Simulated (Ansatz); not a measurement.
System (SMILES): [B]=N (B-NH), doublet.
Atoms: B1, N2, H3. Bonds: B1-N2, N2-H3.

How fast the highest harmonic wavenumber converges with the basis for several methods (Ansatz, a quantum-chemistry and plane-wave program): deviation from each method's own reference, in cm⁻¹. References: B3LYP 3853 cm⁻¹, the value in def2-QZVPPD; HF 4073 cm⁻¹, the value in def2-QZVPPD; MP2 3899 cm⁻¹, the value in def2-QZVPP; PBE 3772 cm⁻¹, the value in def2-QZVPPD. All functions are spherical. In correlated methods cores are frozen. Open shells are unrestricted. No added dispersion term, no relativity. Each level at its own minimum, unscaled; the references are large sets that could be run, not limits.

```json
[
 {"basis": "def2-SVP", "functions": "33", "B3LYP": "?", "HF": "3", "MP2": "21", "PBE": "2"},
 {"basis": "cc-pVDZ", "functions": "33", "B3LYP": "?", "HF": "-3", "MP2": "-1", "PBE": "-12"},
 {"basis": "aug-cc-pVDZ", "functions": "55", "B3LYP": "?", "HF": "-10", "MP2": "-30", "PBE": "-15"},
 {"basis": "def2-TZVP", "functions": "68", "B3LYP": "?", "HF": "-8", "MP2": "-32", "PBE": "-5"},
 {"basis": "pcseg-2", "functions": "74", "B3LYP": "?", "HF": "5", "MP2": "3", "PBE": "2"},
 {"basis": "cc-pVTZ", "functions": "74", "B3LYP": "?", "HF": "3", "MP2": "5", "PBE": "4"},
 {"basis": "6-311++G(3df,3pd)", "functions": "96", "B3LYP": "?", "HF": "0", "MP2": "4", "PBE": "6"},
 {"basis": "aug-cc-pVTZ", "functions": "115", "B3LYP": "?", "HF": "-3", "MP2": "-11", "PBE": "-3"}
]
```

Task: What belongs in the gaps?

Result: 
- def2-SVP, B3LYP: -4
- cc-pVDZ, B3LYP: -16
- aug-cc-pVDZ, B3LYP: -17
- def2-TZVP, B3LYP: -7
- pcseg-2, B3LYP: 2
- cc-pVTZ, B3LYP: 4
- 6-311++G(3df,3pd), B3LYP: 4
- aug-cc-pVTZ, B3LYP: -3

Mean absolute deviation over def2-TZVP, pcseg-2, cc-pVTZ, 6-311++G(3df,3pd), aug-cc-pVTZ: HF 4, B3LYP 4, PBE 4, MP2 11 cm⁻¹.
